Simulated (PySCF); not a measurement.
## Computed structure and properties of [Nd(H2O)2]3+

System: [Nd(H2O)2]3+ (singlet in the valence; each metal's 4f electrons, 3 of them, lie in its core potential, out of spins and levels); start: displaced along the imaginary mode (C1). Method: PySCF 2.14.0, RKS PBE0, Nd lcecp-1-SVP with ECP49, O def2-SVP, H def2-SVP; non-relativistic Hamiltonian with scalar-relativistic core potentials where named; density fitting; no spin-orbit coupling.

Input of the relaxation:

```python
mol = gto.M(atom='''
Nd    -0.00191     0.04805    -0.00000
O      0.00721    -0.18232     2.32545
H      0.56394     0.30001     2.99423
H     -0.52645    -0.79038     2.90404
O      0.00731    -0.18232    -2.32545
H      0.54595    -0.78966    -2.90030
H     -0.54444     0.30073    -2.99797''',
    basis={'Nd': 'lcecp-1-SVP', 'O': 'def2-SVP', 'H': 'def2-SVP'},
    ecp={'Nd': 'lcecp-1-SVP'},
    charge=3, spin=0)
mf = dft.RKS(mol, xc='PBE0')
mf.grids.atom_grid = (50, 194)  # f atoms: unpruned, at least (60, 302)
mf = mf.density_fit()  # fitting sets: Nd AutoAux, O def2-universal-JKFIT, H def2-universal-JKFIT
mf.conv_tol = 1e-08; mf.max_cycle = 55
mf.kernel(dm0)  # dm0: converged density of the start geometry
# quasi-Newton relaxation in Cartesian coordinates to a largest gradient under 0.00045 Eh/bohr, steps kept in the point group
```

Run from Python with OMP_NUM_THREADS=2; the lines above give its settings. Where DIIS fails, smearing, a level shift and second-order steps follow.
It took 3 min on 2 threads of Intel(R) Xeon(R) Platinum 8259CL CPU @ 2.50GHz (Skylake/Cascade Lake) (shared host), from the converged density of the start.

Course of the relaxation:

```json
{"step": "0", "energy above end (eV)": "0.2105", "largest force component within the symmetry (eV/Å)": "0.114"}
{"step": "1", "energy above end (eV)": "0.2077", "largest force component within the symmetry (eV/Å)": "0.073"}
{"step": "2", "energy above end (eV)": "0.2051", "largest force component within the symmetry (eV/Å)": "0.183"}
{"step": "3", "energy above end (eV)": "0.2009", "largest force component within the symmetry (eV/Å)": "0.151"}
{"step": "4", "energy above end (eV)": "0.1953", "largest force component within the symmetry (eV/Å)": "0.188"}
{"step": "5", "energy above end (eV)": "0.1875", "largest force component within the symmetry (eV/Å)": "0.230"}
{"step": "6", "energy above end (eV)": "0.1760", "largest force component within the symmetry (eV/Å)": "0.266"}
{"step": "7", "energy above end (eV)": "0.1601", "largest force component within the symmetry (eV/Å)": "0.481"}
{"step": "37", "energy above end (eV)": "0.0006", "largest force component within the symmetry (eV/Å)": "0.109"}
{"step": "38", "energy above end (eV)": "0.0002", "largest force component within the symmetry (eV/Å)": "0.052"}
{"step": "39", "energy above end (eV)": "0.0001", "largest force component within the symmetry (eV/Å)": "0.013"}
{"step": "40", "energy above end (eV)": "0.0003", "largest force component within the symmetry (eV/Å)": "0.112"}
{"step": "41", "energy above end (eV)": "0.0000", "largest force component within the symmetry (eV/Å)": "0.011"}
{"step": "42", "energy above end (eV)": "0.0000", "largest force component within the symmetry (eV/Å)": "0.013"}
```
(The steps between are left out.)

Relaxed geometry (C1, nearly C2):

```xyz
7

Nd   -0.0431    1.0629    0.0018
O     0.0814   -0.1752    1.9175
H     0.2887    0.1447    2.8351
H    -0.0653   -1.1472    2.0543
O    -0.0681   -0.1762   -1.9172
H     0.0921   -1.1468   -2.0479
H    -0.2341    0.1420   -2.8435
```

```
     contact      Å
Nd1–O2 (H2O)  2.284
Nd1–O5 (H2O)  2.284
```

On the finer grid (75, 302):

```yaml
HOMO: -26.27 eV
LUMO: -18.56 eV
Dipole_about_the_centre_of_mass: 2.62 D
Set_of_Mulliken_populations_of_Nd1_outside_the_core_potential: s 2.07, p 6.08, d 0.56, f 0.04
D3_BJ_dispersion_energy_not_in_the_energies: -0.081 eV
```

```
atom  Mulliken (e)  Löwdin (e)  spin (e)
 Nd1          2.25        2.04      0.00
  O2         -0.32        0.04      0.00
  H3          0.35        0.22      0.00
  H4          0.34        0.22      0.00
  O5         -0.32        0.04      0.00
  H6          0.34        0.22      0.00
  H7          0.35        0.22      0.00
```

The 4f levels lie in the core potential and are missing. Their spin isn't counted.

On the grid (50, 194), as all that follows. Harmonic modes: a minimum within the noise of the softest modes; lowest 54 cm⁻¹ (negative: unstable), highest 3543 cm⁻¹, zero-point energy 1.317 eV.

Taking off one H2O (charge 0, singlet; the rest: singlet) in vacuum, both parts rigid, costs 4.16 eV; the small basis without counterpoise inflates it. Parting with an electron moved from the ligand to the metal can be far cheaper, even downhill.

Rigid scan of H2O along the line from its metal:

(distance to O2 (Å), energy (eV)): (1.98, 0.745), (2.08, 0.284), (2.18, 0.061), (2.28, 0.000), (2.38, 0.046), (2.48, 0.162), (2.68, 0.502)

One start shape was tried, so this needn't be the lowest isomer.

An lcecp potential fixes the number of 4f electrons, so in runs with it no electron can move into or out of that shell.
